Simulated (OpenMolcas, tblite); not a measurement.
A ladder of methods for CH6AlFSi (SMILES C[SiH2][AlH][F])

The species is CH6AlFSi (10 atoms), meant as a singlet with charge 0. SMILES: `C[SiH2][AlH][F]`. Geometry: relaxed at PBE0-D4/def2-TZVP. This is one conformer, not always the lowest.

Each level gives the HOMO–LUMO gap (eV). The values are calculated.

```tsv
level	kind	program	value (eV)	CPU time
GFN1-xTB	semi-empirical	tblite	4.62	under 2 s
IPEA1-xTB	semi-empirical	tblite	4.22	under 2 s
HF/6-31G* (spherical functions)	Hartree–Fock	OpenMolcas	11.30	9.8 s
SVWN5/6-31G* (spherical functions)	LDA	OpenMolcas	3.97	38 s
BLYP/6-31G* (spherical functions)	GGA	OpenMolcas	4.09	50 s
TPSS/6-31G* (spherical functions)	meta-GGA	OpenMolcas	4.44	63 s
r2SCAN/6-31G* (spherical functions)	meta-GGA	OpenMolcas	4.63	58 s
B3LYP/6-31G* (Cartesian functions)	global hybrid	OpenMolcas	5.59	49 s
B2PLYP/6-31G* (spherical functions)	double hybrid	OpenMolcas	7.97	27 s
```

The values span 3.97 to 11.30 eV. Orbital gaps aren't excitation energies, and those of double hybrids come from the SCF part alone; they tend to grow with the share of exact exchange. CPU times are rough (shared hosts, several kinds of processor and program).
